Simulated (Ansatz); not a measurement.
**Molecular dynamics of H6C2O**

Input file:

```yaml
accuracy: low
crystal:
  lattice:
    - [7.293633, 0.0, 0.0]
    - [0.0, 7.293633, 0.0]
    - [0.0, 0.0, 7.293633]
  atoms:
    - { symbol: C, position: [0.36242974, 0.87193888, 0.6534481] }
    - { symbol: C, position: [0.4819983, 0.95816731, 0.50631841] }
    - { symbol: O, position: [0.65476201, 0.88725642, 0.56876215] }
    - { symbol: H, position: [0.75336511, 0.961511, 0.50826611] }
    - { symbol: H, position: [0.44178106, 0.90132433, 0.36616217] }
    - { symbol: H, position: [0.49017332, 1.10938793, 0.48654181] }
    - { symbol: H, position: [0.2179478, 0.94741162, 0.63143849] }
    - { symbol: H, position: [0.35027896, 0.72058469, 0.64205403] }
    - { symbol: H, position: [0.40518926, 0.92412763, 0.78350184] }
    - { symbol: C, position: [0.93298951, 0.52198063, 0.61821932] }
    - { symbol: C, position: [0.78806368, 0.44690271, 0.48727342] }
    - { symbol: O, position: [0.62435402, 0.37331973, 0.57712578] }
    - { symbol: H, position: [0.51509189, 0.40211317, 0.49488869] }
    - { symbol: H, position: [0.75509848, 0.56555194, 0.40456222] }
    - { symbol: H, position: [0.85519786, 0.33066685, 0.41575041] }
    - { symbol: H, position: [1.06975068, 0.51663033, 0.54416208] }
    - { symbol: H, position: [0.89686203, 0.64868968, 0.68996996] }
    - { symbol: H, position: [0.97501428, 0.41536443, 0.72401918] }
    - { symbol: C, position: [0.44004101, 0.58875356, 0.11539681] }
    - { symbol: C, position: [0.26948747, 0.70200868, 0.16740795] }
    - { symbol: O, position: [0.11123212, 0.66287047, 0.0581729] }
    - { symbol: H, position: [0.04051433, 0.76991976, 0.06290193] }
    - { symbol: H, position: [0.23551591, 0.67849198, 0.31450944] }
    - { symbol: H, position: [0.29783143, 0.84866976, 0.14653602] }
    - { symbol: H, position: [0.55734739, 0.65961067, 0.17035681] }
    - { symbol: H, position: [0.44283706, 0.44908366, 0.18406082] }
    - { symbol: H, position: [0.46856694, 0.60509026, -0.03720886] }
    - { symbol: C, position: [0.67423868, 0.11178193, 0.01858061] }
    - { symbol: C, position: [0.86731783, 0.17124897, 0.07244377] }
    - { symbol: O, position: [1.00484627, 0.04602984, -0.00283285] }
    - { symbol: H, position: [0.99934864, 0.03125454, -0.14104093] }
    - { symbol: H, position: [0.91312078, 0.3138729, 0.05782287] }
    - { symbol: H, position: [0.88470621, 0.16191998, 0.22457281] }
    - { symbol: H, position: [0.58025157, 0.21970818, 0.03386125] }
    - { symbol: H, position: [0.6818292, 0.07058382, -0.12469042] }
    - { symbol: H, position: [0.65116746, -0.01073784, 0.10418974] }
basis:
  ecutwfc: 420.0
kpoints:
  mp_grid: { grid: [1, 1, 1] }
hamiltonian:
  xc: pbe
  dispersion: d3bj
scf:
  occupations: { method: fermi_dirac, width: 0.05 }
  lower_state_search: "off"
md:
  timestep: 0.5
  n_steps: 400
  ensemble: nvt_nose_hoover
  temperature: 500.0
  initial_velocities: maxwell_boltzmann
  seed: 286734
  nose_hoover: { tau: 50.0, chain_length: 5 }
```

Run as:

```bash
$ ansatz run input.yaml --threads 1 --pin off --max-ram 3072MiB --backend cpu --events-out ev --progress --plain --runs-dir out
```

It goes on from the last frame of an earlier run, with new velocities.

Output, in part (step lines):

```
md step     0: t =     0.00 fs  T =   500.0 K  F+E_penalty+E_count = -4660.77642871 eV  E_kin = 2.262050 eV  conserved = -4658.51437873 eV  (9 SCF iters)
md step     1: t =     0.50 fs  T =   497.8 K  F+E_penalty+E_count = -4660.76622225 eV  E_kin = 2.252255 eV  conserved = -4658.51396783 eV  (8 SCF iters)
md step     2: t =     1.00 fs  T =   486.9 K  F+E_penalty+E_count = -4660.71524207 eV  E_kin = 2.202628 eV  conserved = -4658.51261702 eV  (8 SCF iters)
md step     3: t =     1.50 fs  T =   471.3 K  F+E_penalty+E_count = -4660.64330081 eV  E_kin = 2.132164 eV  conserved = -4658.51115511 eV  (8 SCF iters)
md step     4: t =     2.00 fs  T =   456.1 K  F+E_penalty+E_count = -4660.57335992 eV  E_kin = 2.063309 eV  conserved = -4658.51010720 eV  (8 SCF iters)
md step     5: t =     2.50 fs  T =   445.1 K  F+E_penalty+E_count = -4660.52311504 eV  E_kin = 2.013627 eV  conserved = -4658.50961769 eV  (5 SCF iters)
md step     6: t =     3.00 fs  T =   440.4 K  F+E_penalty+E_count = -4660.50203375 eV  E_kin = 1.992592 eV  conserved = -4658.50968597 eV  (4 SCF iters)
md step     7: t =     3.50 fs  T =   442.4 K  F+E_penalty+E_count = -4660.51111160 eV  E_kin = 2.001352 eV  conserved = -4658.51016554 eV  (4 SCF iters)
[... lines left out ...]
```

The steps, from the saved trajectory:

| time (fs) | T (K) | potential energy less start (eV) | conserved less start (meV/atom) |
| --- | --- | --- | --- |
| 0.0 | 500 | 0.000 | 0.00 |
| 6.5 | 523 | -0.104 | -0.05 |
| 13.0 | 490 | 0.052 | 0.00 |
| 19.5 | 468 | 0.166 | 0.18 |
| 26.0 | 449 | 0.254 | 0.04 |
| 32.5 | 482 | 0.120 | 0.15 |
| 39.0 | 479 | 0.144 | -0.09 |
| 45.5 | 531 | -0.066 | -0.02 |
| 52.0 | 442 | 0.379 | 0.14 |
| 58.5 | 503 | 0.142 | 0.01 |
| 65.0 | 426 | 0.554 | 0.19 |
| 71.5 | 451 | 0.517 | 0.16 |
| 78.0 | 472 | 0.511 | 0.08 |
| 84.5 | 560 | 0.237 | -0.11 |
| 91.0 | 542 | 0.484 | 0.19 |
| 97.5 | 573 | 0.518 | 0.15 |
| 104.0 | 594 | 0.578 | 0.19 |
| 110.5 | 571 | 0.805 | 0.33 |
| 117.0 | 734 | 0.141 | 0.08 |
| 123.5 | 629 | 0.652 | 0.26 |
| 130.0 | 781 | -0.045 | 0.07 |
| 136.5 | 663 | 0.455 | 0.29 |
| 143.0 | 656 | 0.421 | 0.30 |
| 149.5 | 667 | 0.290 | 0.16 |
| 156.0 | 537 | 0.799 | 0.34 |
| 162.5 | 670 | 0.106 | 0.02 |
| 169.0 | 564 | 0.506 | 0.10 |
| 175.5 | 629 | 0.135 | 0.15 |
| 182.0 | 545 | 0.423 | 0.18 |
| 188.5 | 521 | 0.443 | 0.23 |
| 195.0 | 539 | 0.279 | 0.19 |

All steps were run. The conserved energy stayed within 0.42 meV per atom of its start (net change 0.11 meV per atom), so the integration is sound. The mean temperature of the second half is 24 % above the set value. A run of 0.2 ps of so small a system gives no equilibrium averages. Limits of this set-up: coarse k mesh, low accuracy level.

Mean squared displacements from the first frame to the last, about the centre of mass: C 1.47 Å², O 0.79 Å², H 2.56 Å².

Last frame:

```xyz
36
Lattice="7.2936 0.0000 0.0000 0.0000 7.2936 0.0000 0.0000 0.0000 7.2936" Properties=species:S:1:pos:R:3
C 2.116 8.480 5.173
C 2.929 8.018 3.900
O 3.655 6.804 3.949
H 3.053 6.016 4.163
H 2.241 7.985 3.033
H 3.676 8.703 3.739
H 1.457 9.361 4.785
H 1.337 7.777 5.374
H 2.689 8.604 6.063
C 7.540 4.134 3.953
C 6.602 3.139 3.375
O 5.396 3.212 4.183
H 5.333 2.285 4.617
H 6.301 3.375 2.350
H 7.026 2.117 3.344
H 8.461 4.366 3.382
H 7.038 5.042 4.176
H 7.661 3.758 5.012
C 3.187 3.516 0.226
C 2.327 4.458 0.935
O 1.011 4.061 0.552
H 0.507 4.882 0.528
H 2.446 4.449 2.031
H 2.523 5.513 0.605
H 4.225 3.575 0.630
H 2.734 2.408 0.332
H 3.105 3.576 -0.879
C 4.721 0.492 0.481
C 6.079 0.101 1.111
O 7.155 -0.031 0.036
H 7.500 0.917 0.041
H 6.533 0.893 1.857
H 5.959 -0.887 1.657
H 3.961 0.407 1.242
H 4.826 1.538 0.068
H 4.619 -0.330 -0.315
```

Time of the run: 12 min on 1 thread of Arm Neoverse V1, with other jobs on the host, peak memory 0.41 GiB.
